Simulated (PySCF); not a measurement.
## Radial density of Tc⁺ (technetium, charge +1)

TPSS, [Kr] 4d5 5s1, high-spin 7S determinant. Computed with PySCF 2.14 in x2c-TZVPall, with scalar relativity by spin-free X2C-1e.

```tsv
r (bohr)	4πr²ρ (e/bohr)	4πr²(ρα − ρβ)
0.0368	48.91	-0.0013
0.0620	50.00	0.0134
0.104	67.80	0.1393
0.175	47.15	0.5267
0.295	50.73	0.7134
0.496	31.00	-0.0001
0.834	12.45	1.8339
1.40	8.590	3.3490
2.36	1.910	1.6074
3.97	0.2983	0.2974
6.68	0.003816	0.0038
```

Densities and radii are taken from the X2C orbitals without a picture-change correction, which distorts them close to the nucleus.
